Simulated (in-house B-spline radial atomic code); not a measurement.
Radial electron density of Sb⁺, [Kr] 4d10 5s1 5p3. Level of theory: non-relativistic Hartree-Fock, average of configuration, point nucleus, inside a hard spherical wall at 8.24 bohr; calculated with a B-spline radial code for spherical atoms.

Columns: r (bohr), 4πr²n(r) (electrons per bohr), bar.

```
  0.0014    1.995 #
 0.00173    2.945 ##
 0.00213    4.286 ##
 0.00264    6.251 ###
 0.00326    8.948 #####
 0.00403    12.64 #######
 0.00498    17.53 #########
 0.00615    23.74 #############
  0.0076    31.29 #################
  0.0094    39.91 #####################
  0.0116    48.73 ##########################
  0.0144    56.85 ##############################
  0.0177    62.23 #################################
  0.0219     64.1 ##################################
  0.0271     62.1 #################################
  0.0335    58.15 ###############################
  0.0414    56.06 ##############################
  0.0511    59.62 ################################
  0.0632    69.36 #####################################
  0.0781    79.95 ##########################################
  0.0965    83.04 ############################################
   0.119    75.12 ########################################
   0.147    63.23 ##################################
   0.182    59.72 ################################
   0.225    66.35 ###################################
   0.278    68.62 ####################################
   0.344    54.41 #############################
   0.425    32.68 #################
   0.525    21.49 ###########
   0.649    23.28 ############
   0.802    25.13 #############
   0.991    19.66 ##########
    1.23    11.09 ######
    1.51    5.523 ###
    1.87    3.111 ##
    2.31    2.238 #
    2.86    1.515 #
    3.53    0.792 
    4.37    0.286 
    5.39  0.06794 
    6.67 0.008269 
    8.16 1.298e-05
```

On this grid the curve has 4 maxima, near 0.0219, 0.0965, 0.278, 0.802 bohr.

The 5s radial function P(r) = rR(r), positive near the nucleus:

```json
{"r (bohr)": "0.000392", "P": "0.005783"}
{"r (bohr)": "0.000599", "P": "0.008743"}
{"r (bohr)": "0.000915", "P": "0.01314"}
{"r (bohr)": "0.0014", "P": "0.01961"}
{"r (bohr)": "0.00213", "P": "0.02871"}
{"r (bohr)": "0.00326", "P": "0.04139"}
{"r (bohr)": "0.00498", "P": "0.0576"}
{"r (bohr)": "0.0076", "P": "0.07586"}
{"r (bohr)": "0.0116", "P": "0.09109"}
{"r (bohr)": "0.0177", "P": "0.09198"}
{"r (bohr)": "0.0271", "P": "0.06026"}
{"r (bohr)": "0.0414", "P": "-0.0178"}
{"r (bohr)": "0.0632", "P": "-0.1197"}
{"r (bohr)": "0.0965", "P": "-0.1508"}
{"r (bohr)": "0.147", "P": "-0.003457"}
{"r (bohr)": "0.225", "P": "0.2153"}
{"r (bohr)": "0.344", "P": "0.1199"}
{"r (bohr)": "0.525", "P": "-0.2821"}
{"r (bohr)": "0.802", "P": "-0.2666"}
{"r (bohr)": "1.23", "P": "0.3538"}
{"r (bohr)": "1.87", "P": "0.7637"}
{"r (bohr)": "2.86", "P": "0.5535"}
{"r (bohr)": "4.37", "P": "0.1679"}
{"r (bohr)": "6.67", "P": "0.01632"}
```
